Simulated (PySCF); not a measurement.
CH₆BClSi.
Structure used (PBE0-D3(BJ)/def2-SVP), in Å, numbered top down from 1:
```
atom  x, y, z in Å
B1    -0.9044    0.3251    0.8635
C2     0.2647    1.3250    0.9950
Si3    1.8562    0.4964    0.4214
Cl4    3.3935    1.8827    0.5529
H5    -1.5246    0.2380   -0.1720
H6    -1.1794   -0.4308    1.7680
H7     0.4791    1.6332    2.0317
H8     0.1702    2.2071    0.3401
H9     1.7647    0.0639   -1.0000
H10    2.2089   -0.6603    1.2893
```

Jobs on this species (10 atoms, 48 electrons) with PySCF (density fitting). Hardware of each: Arm Neoverse V1, one thread, on a shared host. The host was shared with other jobs, so the times are rough. Peak memory is the resident size of the whole Python process, interpreter and libraries included.

**Question.** Rank these jobs by wall time, shortest first.
A. PBE0/pcSseg-0; shieldings, charges and field gradients; 56 basis functions
B. BHandHLYP/def2-SVPD; 10 singlets by full TDDFT, 4 Tamm–Dancoff triplets, polarisability, ΔSCF ions; 139 basis functions
C. HF/def2-SVPD; 10 singlets by TDHF, 4 Tamm–Dancoff triplets, polarisability, ΔSCF ions; 139 basis functions

**Answer.** A (3.8 s), C (16 s), B (58 s).

All jobs:

```tsv
level and settings	work	basis functions	SCF cycles	wall time	peak memory
PBE0/pcSseg-0	shieldings, charges and field gradients	56	11	3.8 s	0.48 GiB
PBE0/6-31G	shieldings, charges and field gradients	56	11	4.5 s	0.52 GiB
PBE0/def2-TZVP	shieldings, charges and field gradients	172	12	15 s	0.84 GiB
PBE0/def2-TZVP	10 singlets by full TDDFT, 4 Tamm–Dancoff triplets, polarisability	172	12	15 s	0.75 GiB
HF/def2-SVPD	10 singlets by TDHF, 4 Tamm–Dancoff triplets, polarisability, ΔSCF ions	139	10	16 s	0.62 GiB
mPW1PW91/pcSseg-2	shieldings	242	12	22 s	1.1 GiB
B97-2/pcSseg-2	shieldings	242	12	22 s	0.96 GiB
PBE0/def2-TZVPD	10 singlets by full TDDFT, 4 Tamm–Dancoff triplets, polarisability	217	12	23 s	0.83 GiB
BHandHLYP/def2-SVPD	10 singlets by full TDDFT, 4 Tamm–Dancoff triplets, polarisability, ΔSCF ions	139	10	58 s	0.64 GiB
```

**Question.** What do all jobs in the table cost together?

**Answer.** About 3.0 min; the longest takes about 32 % of that, and about 15 times as long as the shortest.
